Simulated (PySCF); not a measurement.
C3H3Cl2F, SMILES C/C(Cl)=C(\F)Cl.

Geometry optimised at PBE-D3(BJ)/def2-SVP.

Level of theory: PBE-D3(BJ)/def2-SVP in PySCF.

Frequencies are harmonic and unscaled.

Computed normal modes with their intensities:
```tsv
mode	ν (cm⁻¹)	IR (km/mol)	moving atoms (share of kinetic energy)
1	134	1.5	F 30 %, Cl 30 %, C 27 %, H 14 %
2	165	0.1	H 96 %
3	176	1.0	Cl 85 %, C 9 %
4	302	1.6	C 40 %, H 26 %, F 17 %, Cl 16 %
5	308	0.9	C 72 %, H 13 %, F 9 %
6	395	1.6	F 47 %, Cl 44 %
7	425	2.9	C 43 %, Cl 26 %, F 26 %
8	521	1.0	C 89 %
9	554	10.1	Cl 46 %, C 30 %, F 19 %
10	823	42.0	C 53 %, H 28 %, Cl 11 %, F 8 %
11	1002	0.6	H 69 %, C 31 %
12	1020	69.2	C 57 %, H 40 %
13	1106	134.8	C 72 %, H 16 %, F 10 %
14	1183	79.2	C 73 %, F 18 %, H 9 %
15	1342	0.8	H 72 %, C 28 %
16	1395	11.8	H 97 %
17	1401	2.0	H 95 %
18	1685	42.8	C 97 %
19	2972	14.7	H 97 %
20	3047	4.6	H 91 %, C 9 %
21	3097	1.9	H 91 %, C 9 %
```
